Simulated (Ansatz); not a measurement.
Total energies of MnCl2 from Ansatz at r2SCAN-D4/def2-TZVPD, gas phase (1 Eh = 27.2114 eV = 2625.5 kJ/mol). The reference geometry is relaxed at PBE-D4/def2-TZVP.

```
                 state   geometry  energy (Eh)
       charge 0 sextet  reference  -2071.50484
     charge -1 quintet  reference  -2071.55277
 free Mn atom (sextet)          –  -1150.94686
free Cl atom (doublet)          –   -460.11735
```

Other spin states of the ions weren't run at this level and may lie lower.

Q: Work out the vertical electron affinity, to the quintet.

A: E(charge 0 sextet) − E(charge -1 quintet) = -2071.50484 − (-2071.55277) = 0.04793 Eh = 1.30 eV.

Q: What is the binding energy per atom against free atoms?

A: Atoms: 1 × (-1150.94686) + 2 × (-460.11735) = -2071.18156 Eh. Binding: -2071.18156 − (-2071.50484) = 0.32328 Eh = 8.80 eV, or 2.93 eV for each of 3 atoms (no zero-point energy, no counterpoise term).

At r2SCAN-D4/def2-TZVPD the charge -1 quintet is spin-contaminated (final ⟨S²⟩ up to 6.18, 6.00 for a pure state). At r2SCAN-D4/def2-TZVPD the highest occupied level of the charge -1 quintet lies above zero (up to 1.00 eV). By energy differences its removal costs 1.30 eV (vertical, to the charge 0 sextet, at r2SCAN-D4/def2-TZVPD); a positive level beside a positive removal energy at the same level points to self-interaction error.
